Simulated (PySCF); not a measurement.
Species: C6H6O2S.
Cartesian coordinates in Å at the GFN2-xTB level; atoms count from 1:
```
atom  x, y, z in Å
C1    -2.814    0.248   -0.197
O2    -1.413    0.463   -0.146
C3    -0.662   -0.635    0.049
O4    -1.127   -1.741    0.178
C5     0.772   -0.316    0.087
C6     1.333    0.982   -0.063
C7     2.684    0.970    0.018
S8     3.305   -0.618    0.275
C9     1.731   -1.274    0.276
H10   -3.266    1.223   -0.359
H11   -3.166   -0.189    0.740
H12   -3.064   -0.433   -1.014
H13    0.740    1.863   -0.221
H14    3.366    1.792   -0.058
H15    1.575   -2.325    0.413
```

Theory: TDDFT PBE0/def2-SVPD, vertical, gas phase, core orbitals frozen in the response (PySCF 2.14.0, density-fitted response routines).

Ground-to-excited transition dipoles (e·a0, same axes as the geometry; the sign carries no meaning), for the states with f of 0.002 or more among the lowest 7:

```json
{"state": "S2", "E (hartree)": "0.1920", "μx": "0.076", "μy": "-0.363", "μz": "0.055"}
{"state": "S3", "E (hartree)": "0.2039", "μx": "-1.232", "μy": "0.181", "μz": "-0.096"}
{"state": "S4", "E (hartree)": "0.2302", "μx": "-0.020", "μy": "0.017", "μz": "0.143"}
{"state": "S5", "E (hartree)": "0.2378", "μx": "-1.333", "μy": "-0.518", "μz": "-0.005"}
{"state": "S7", "E (hartree)": "0.2479", "μx": "-0.208", "μy": "-0.516", "μz": "0.059"}
```

(1) What oscillator strength does each state have?

(2) The point group is Cs. Which irreducible representation does each state belong to?

(3) Which bond between heavy atoms lies closest to the direction of the S5 transition dipole?

(4) What angle do the transition dipoles of S2 and S5 make?

(5) What peak molar absorption coefficient would the strongest computed level give as a lone Gaussian band 0.3 eV wide at half height?

Answers

(1) f = (2/3) ΔE |μ|² with ΔE in hartree (27.2114 eV).

| state | \|μ\|² (au) | \|μ\| (D) | f |
| --- | --- | --- | --- |
| S2 | 0.141 | 0.95 | 0.018 |
| S3 | 1.560 | 3.17 | 0.212 |
| S4 | 0.021 | 0.37 | 0.003 |
| S5 | 2.045 | 3.63 | 0.324 |
| S7 | 0.313 | 1.42 | 0.052 |

(2) The ground state is totally symmetric, so the direction of μ fixes the label. Polarised normal to the mirror plane, so A″: S4. Polarised in the mirror plane, so A′: S2, S3, S5 and S7.

(3) S8–C9, at 1° from it; next C3–C5 at 9°.

(4) |cos θ| = |μa·μb| / (|μa| |μb|) = 0.16, so θ ≈ 81° (taken between 0 and 90°, since the signs are arbitrary).

(5) ε(max) = 2.175×10⁸ f / FWHM, with the width in cm⁻¹. S5: 2.175×10⁸ × 0.3241 / 2420 ≈ 29000 L mol⁻¹ cm⁻¹.

The run took 38 s on one thread, x86-64 server, no GPU (shared host).

One conformer stands for the species.
